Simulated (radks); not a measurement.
The numbers below are computed, except where a source is named.
Trend from Zr+ to Cd+: ionisation energy by Delta-SCF between NIST ground configurations, and size. Code: a radial shooting solver on a logarithmic mesh with Libxc functionals. Model: Dirac Kohn-Sham, PBEsol, spin-unpolarised, spherical densities, finite nucleus; open shells are shared between the two j in proportion to 2j + 1; Fermi nuclear charge, rms radius of each element as measured or else 0.836 A^(1/3) + 0.57 fm.

| species | configuration | configuration of the ion | IE (eV) | NIST (eV) | kind | -e(HOMO) (eV) | outermost | <r> outermost (bohr) | r at 0.001 e/bohr^3 (bohr) |
|---|---|---|---|---|---|---|---|---|---|
| Zr+ | [Kr] 4d2 5s1 | [Kr] 4d2 | 12.910 | 13.130 | exp. | 9.948 (4d5/2) | 5s1/2 | 3.41 | 4.48 |
| Nb+ | [Kr] 4d4 | [Kr] 4d3 | 14.028 | 14.320 | semi-emp. | 9.239 (4d5/2) | 4d5/2 | 2.07 | 4.08 |
| Mo+ | [Kr] 4d5 | [Kr] 4d4 | 15.455 | 16.2 | semi-emp. | 10.329 (4d5/2) | 4d5/2 | 1.90 | 4.00 |
| Tc+ | [Kr] 4d5 5s1 | [Kr] 4d5 | 14.841 | 15.260 | semi-emp. | 11.429 (5s1/2) | 5s1/2 | 3.02 | 4.21 |
| Ru+ | [Kr] 4d7 | [Kr] 4d6 | 18.184 | 16.8 | semi-emp. | 12.414 (4d5/2) | 4d5/2 | 1.65 | 3.82 |
| Rh+ | [Kr] 4d8 | [Kr] 4d7 | 19.510 | 18.080 | semi-emp. | 13.427 (4d5/2) | 4d5/2 | 1.55 | 3.74 |
| Pd+ | [Kr] 4d9 | [Kr] 4d8 | 20.819 | 19.4 | semi-emp. | 14.428 (4d5/2) | 4d5/2 | 1.47 | 3.66 |
| Ag+ | [Kr] 4d10 | [Kr] 4d9 | 22.115 | 21.484 | exp. | 15.418 (4d5/2) | 4d5/2 | 1.40 | 3.58 |
| Cd+ | [Kr] 4d10 5s1 | [Kr] 4d10 | 17.097 | 16.908 | exp. | 13.077 (5s1/2) | 5s1/2 | 2.63 | 3.85 |

Reference values: NIST Atomic Spectra Database (exp. = measured, semi-emp. = semi-empirical, theory = theoretical value adopted there). Spin polarisation and multiplet splitting are left out, so open shells lie too high by an amount that depends on their filling. Sharing an open shell by 2j + 1 raises it above the true ground level by a part of the spin-orbit splitting, which enters the differences from NIST.

Beside tabulated values, note that spin-unpolarised runs miss the spin-polarisation part of the exchange energy of open shells.
